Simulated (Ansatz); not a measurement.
Total energies of C₄H₆F₄, SMILES `FC[C@@H](F)[C@H](F)CF`.

Cartesian coordinates in Å:
```
F 0.8431 -0.7207 2.7997
C 0.8437 0.1302 1.7183
C -0.0279 -0.4339 0.6278
F -1.3533 -0.3625 1.0196
C 0.1615 0.2895 -0.6879
F 0.1542 1.6577 -0.4801
C -0.9028 -0.0664 -1.6917
F -0.5375 0.3906 -2.9372
H 0.4666 1.1038 2.0374
H 1.8724 0.2363 1.3600
H 0.2112 -1.4945 0.4859
H 1.1453 0.0292 -1.0962
H -1.8530 0.3937 -1.4137
H -1.0237 -1.1530 -1.7418
```

The species carries charge 0 and has multiplicity 1. All single points use the PBE0-D4/def2-TZVP geometry. It is one conformer, not always the lowest. Basis def2-TZVPP, Ansatz 0.2.0.

RPA on PBE orbitals: Hartree–Fock energy of these orbitals -552.84676 Eh, correlation -2.57191 Eh (frozen core).

| functional | energy without D4 (Eh) | D4 term (kJ/mol) |
| --- | --- | --- |
| LDA (SPW92) | -551.65164 | – |
| r2SCAN | -555.37224 | -6.7 |
| B97M-V | -555.48756 | – |
| PBE0 | -555.06252 | -21.2 |
| B3LYP | -555.63406 | -40.0 |
| r2SCANh | -555.34416 | -6.9 |
| HSE06 (plane-wave form) | -555.03757 | -19.4 |
| BHLYP | -555.38744 | -26.9 |
| CAM-B3LYP | -555.46008 | -21.0 |
| B2PLYP | -555.27525 | – |

Give the same for PBE, revPBE, BLYP, r2SCAN0, LC-ωPBE, ωB97X-V, ωB97M-V, PBE-QIDH. (Estimate.)

The calculation gave: 
| functional | energy without D4 (Eh) | D4 term (kJ/mol) |
| --- | --- | --- |
| PBE | -555.04341 | -25.3 |
| revPBE | -555.43903 | -88.7 |
| BLYP | -555.51927 | -56.6 |
| r2SCAN0 | -555.30402 | -7.6 |
| LC-ωPBE | -555.32096 | – |
| ωB97X-V | -555.45764 | – |
| ωB97M-V | -555.46311 | – |
| PBE-QIDH | -554.99284 | – |

B3LYP takes the VWN-RPA correlation (the form of Gaussian; ORCA's B3LYP/G). HSE06 is the plane-wave form, built on full-range PBE exchange. The double hybrids freeze the cores in their second-order part.

LC-ωPBE has ω = 0.4 bohr⁻¹.
